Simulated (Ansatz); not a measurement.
The cluster Y₃O₃⁺. Charge 1, multiplicity 1. Geometry r2SCAN-D4/def2-SVP.

Cartesian coordinates in Å:
```
Y -0.947 -0.364 -1.323
Y -1.538 -0.396 1.794
Y 1.244 0.764 0.804
O 0.887 -1.063 -0.349
O 1.205 0.070 -1.279
O -0.852 0.989 0.352
```

In the def2 sets Y takes a core potential; there is no spin–orbit coupling. HSE06 is defined as in plane-wave codes, on full-range PBE exchange. The structure holds 1 bond(s) between oxygen atoms. The restricted singlet is unstable towards broken spin symmetry in Hartree–Fock (as tested in another run); at PBE-D4/def2-SVP, r2SCAN-D4/def2-TZVP, PBE0-D4/def2-TZVP, HSE06-D4/def2-TZVP and others this wasn't settled. No other spin state of charge 1 was run. Another isomer (singlet) lies 6.59 eV lower at PBE0-D4/def2-TZVP; other spin states weren't run for this one.

Task: Estimate the orbital energies around the gap (eV) in Ansatz with PBE-D4/def2-SVP, r2SCAN-D4/def2-TZVP, PBE0-D4/def2-TZVP, HSE06-D4/def2-TZVP, ωB97M-V/def2-TZVP.

Result: 
```csv
orbital,PBE-D4/def2-SVP,r2SCAN-D4/def2-TZVP,PBE0-D4/def2-TZVP,HSE06-D4/def2-TZVP,ωB97M-V/def2-TZVP
HOMO−5,-12.18,-12.32,-13.59,-13.20,-15.98
HOMO−4,-11.79,-11.94,-13.15,-12.76,-15.49
HOMO−3,-10.82,-10.92,-12.20,-11.80,-14.58
HOMO−2,-10.06,-10.20,-11.47,-11.08,-13.84
HOMO−1,-7.53,-7.47,-8.11,-7.75,-9.82
HOMO,-6.70,-6.64,-7.23,-6.89,-8.74
LUMO,-5.97,-5.65,-5.33,-5.67,-4.22
LUMO+1,-5.79,-5.48,-5.08,-5.44,-3.61
LUMO+2,-5.74,-5.44,-4.85,-5.23,-3.13
LUMO+3,-5.59,-5.25,-4.70,-5.09,-3.10
LUMO+4,-5.57,-5.19,-4.70,-5.08,-3.05
LUMO+5,-5.26,-4.92,-4.49,-4.85,-2.96
```
